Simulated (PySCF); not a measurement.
This script is equivalent to a calculation on B³⁺ (boron, charge +3).

```python
from pyscf import gto, scf, dft, mp, cc
import basis_set_exchange as bse
mol = gto.M(atom="B 0 0 0", charge=3, spin=0, symmetry="D2h",
            basis=gto.basis.parse(bse.get_basis("x2c-SVPall", elements=["B"], fmt="nwchem", header=False)),
            nucmod="G")
mf = dft.UKS(mol, xc="B3LYP").sfx2c1e()
mf.irrep_nelec = {'Ag': (1, 1)}
mf.kernel()
```

Task: What total energy does it give?

Result: -22.015 hartree (calculated).

Task: Which occupied shell lies highest, and where?

Result: 1s, at -237.79 eV.
